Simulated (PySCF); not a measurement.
[W3]+ at several levels of theory

Computed with PySCF 2.14.0 (density fitting, no spin-orbit coupling) at the geometry relaxed with TPSS:

```xyz
3
[W3]+ (doublet)
W     1.3111   -0.0001    0.0000
W    -0.6554    1.1806    0.0000
W    -0.6557   -1.1804    0.0000
```

```csv
level,basis,state,HOMO (eV),gap (eV),charge on W1 (e),dipole about the centre of mass (D),largest force component (eV/Å)
TPSS,W def2-SVP with ECP60,doublet,-8.70,0.89,0.38,0.06,0.03
TPSS,W def2-TZVP with ECP60,doublet,-8.64,0.84,0.35,0.00,0.23
TPSS,W x2c-SVPall,doublet,-8.79,0.81,0.38,0.03,1.20
```

HOMO and gap are taken over both spins. Charges are Mulliken's, which hang on the basis. The relaxation used the grid (50, 194), these runs (75, 302) or, all-electron (x2c bases, spin-free X2C Hamiltonian), (99, 590).

(1) Order these levels, in the first row's basis, by the HOMO–LUMO gap they give here, smallest first.
A. HF
B. TPSSh
C. r2SCAN
D. revPBE

(2) And their other results?

No frequency check is given that shows the relaxed geometry to be a minimum. The relaxed state is spin-contaminated (spin squared 1.16 against 0.75). Open shells may have lower solutions than the one found.

Some runs are spin-contaminated.

## Answers

(1) D (0.79 eV), C (1.50 eV), B (1.63 eV), A (6.18 eV).

(2) 
```json
{"level": "HF", "state": "doublet", "HOMO (eV)": "-10.60", "gap (eV)": "6.18", "charge on W1 (e)": "0.28", "dipole about the centre of mass (D)": "0.44", "largest force component (eV/Å)": "8.59"}
{"level": "r2SCAN", "state": "doublet", "HOMO (eV)": "-9.07", "gap (eV)": "1.50", "charge on W1 (e)": "0.36", "dipole about the centre of mass (D)": "0.06", "largest force component (eV/Å)": "0.21"}
{"level": "revPBE", "state": "doublet", "HOMO (eV)": "-8.68", "gap (eV)": "0.79", "charge on W1 (e)": "0.38", "dipole about the centre of mass (D)": "0.09", "largest force component (eV/Å)": "0.04"}
{"level": "TPSSh", "state": "doublet", "HOMO (eV)": "-9.05", "gap (eV)": "1.63", "charge on W1 (e)": "0.36", "dipole about the centre of mass (D)": "0.06", "largest force component (eV/Å)": "0.23"}
```
